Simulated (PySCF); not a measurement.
A PySCF script (with the pyscf-properties extension) for the NMR shieldings of SMILES C1C(CN(CC=C)[SiH3])=C1, C7H13NSi, on a GFN2-xTB geometry:

```python
import basis_set_exchange as bse
import numpy as np
from pyscf import gto, dft
from pyscf.prop import nmr

atoms = """
C    -2.155631   -0.473933    1.202372
C    -1.494955    0.572563    0.744027
C    -1.337864    0.870706   -0.720143
N    -0.128099    0.308322   -1.287840
Si   -0.094768   -1.330307   -1.819445
C     1.087970    0.953156   -0.845930
C     1.520848    0.566647    0.508104
C     2.002205    0.822422    1.688325
C     1.690578   -0.620985    1.413675
H    -2.227667   -0.691781    2.254876
H    -2.657281   -1.158003    0.536764
H    -0.988364    1.244449    1.423806
H    -2.182093    0.450488   -1.270619
H    -1.323370    1.957047   -0.878214
H    -1.336158   -1.492447   -2.576945
H     1.092910   -1.410629   -2.670888
H    -0.019269   -2.365326   -0.778992
H     0.956645    2.043018   -0.892524
H     1.884592    0.674187   -1.546195
H     2.384051    1.499046    2.412068
H     2.500202   -1.322579    1.237771
H     0.815104   -1.076674    1.865097
"""
names = dict.fromkeys(["C", "N", "Si", "H"], "pcSseg-1")
basis = {el: gto.basis.parse(bse.get_basis(n, elements=[el], fmt="nwchem")) for el, n in names.items()}
mol = gto.M(atom=atoms, basis=basis, charge=0, verbose=0)
mf = dft.RKS(mol, xc="PBE0")
mf.grids.level = 2
mf.grids.alignment = dft.numint.BLKSIZE   # the property module wants whole blocks of grid points
mf.conv_tol = 1e-9
mf.kernel()

calc = nmr.RKS(mf)   # GIAO
C = mf.mo_coeff
Co = C[:, mf.mo_occ > 0]
resp = mf.gen_response(singlet=True, hermi=2)
def vind(x):   # induced exchange potential for any number of trial vectors
    d = np.einsum("pi,xij,qj->xpq", C, 2 * x.reshape(-1, C.shape[1], Co.shape[1]), Co, optimize=True)
    return np.einsum("xpq,pi,qj->xij", resp(d - d.transpose(0, 2, 1)), C, Co, optimize=True).ravel()
mo1, _ = nmr.rhf.solve_mo1(calc, with_cphf=vind)
sigma = calc.kernel(mo1)
for i, s in enumerate(sigma):   # ppm
    print("%2d %-2s %9.2f" % (i, mol.atom_pure_symbol(i), np.trace(s) / 3))
```

**Question.** What are the results?

**Answer.** 
```
 0 C      61.98
 1 C      41.06
 2 C     126.67
 3 N     218.83
 4 Si    398.73
 5 C     133.99
 6 C      51.94
 7 C      81.39
 8 C     175.70
 9 H      26.32
10 H      26.28
11 H      25.28
12 H      28.26
13 H      28.27
14 H      27.13
15 H      27.09
16 H      26.56
17 H      27.59
18 H      27.65
19 H      25.15
20 H      30.63
21 H      30.59
```

These numbers come from an equivalent density-fitted implementation of the same equations, which agrees with the script to about 0.01 ppm for H and up to a few tenths of a ppm for heavy atoms, so last digits may differ.

**Question.** Turn these shieldings into chemical shifts. Referencing at the same level of theory: 13C (σ = 186.93 ppm) and 29Si (σ = 349.16 ppm) and 1H (σ = 31.72 ppm) against TMS; NH3 for 15N (σ = 267.73 ppm).

**Answer.** Averaging equivalent atoms: C 1: 145.9; C 6: 135.0; C 0: 124.9; C 7: 105.5; C 2: 60.3; C 5: 52.9; C 8: 11.2; N 3: 48.9; Si 4: -49.6; H 19: 6.56; H 11: 6.44; H 10: 5.44; H 9: 5.39; H 14/15/16: 4.79; H 17/18: 4.10; H 12/13: 3.45; H 20/21: 1.11 ppm. Experimental scales use liquid or dissolved standards, which lie at an offset from isolated NH3 (liquid NH3: subtract about 20 ppm).

Size and cost of the density-fitted run: 225 basis functions, 65 s wall time on 1 thread of an Arm Neoverse V1, shared host; peak memory 1.1 GiB.
